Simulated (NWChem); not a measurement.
Species: CH₆F₂Si₂; SMILES FC(F)([SiH3])[SiH3]

All runs: NWChem. Pople sets run with spherical d functions. STO-3G and 3-21G are far too small for this property and stand as cheap habits. Geometry: optimised at PBE-D3(BJ)/def2-SVP. Field at 589 nm.

| level | isotropic polarisability (bohr³) | anisotropy (bohr³) | relative time |
|---|---|---|---|
| B3LYP/STO-3G | 32.2 | 8.2 | 1 |
| B3LYP/6-31G* | 58.8 | 15.6 | 4 |
| B3LYP/def2-SVP | 63.6 | 15.1 | 4 |

Relative times are rough (shared machine, one core).
